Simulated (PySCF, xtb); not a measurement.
B(Cl)2(OH) (BCl₂HO), SMILES OB(Cl)Cl.

Coordinates come from a PBE-D3(BJ)/def2-SVP optimisation. Other conformers were not sampled.

Method: IEF-PCM-B3LYP/def2-SVP in PySCF.

The values are the electrostatic part of the solvation free energy, E(continuum) − E(gas) at the gas-phase geometry, in a cavity of scaled van der Waals radii (PySCF's table); cavitation and dispersion terms are not included. In vacuum the orbital gap is 8.30 eV. The dipole moment in vacuum is 1.91 D.

```tsv
solvent	ε	ΔG(elec) (kcal/mol)	dipole (D)	gap (eV)
water	78.36	-4.3	2.39	8.44
benzene	2.27	-1.9	2.12	8.37
toluene	2.37	-2.0	2.12	8.37
```

For comparison, GFN2-xTB/ALPB(water) (xtb, at the GFN2-xTB geometry, all terms of that model) gives -7.1 kcal/mol.
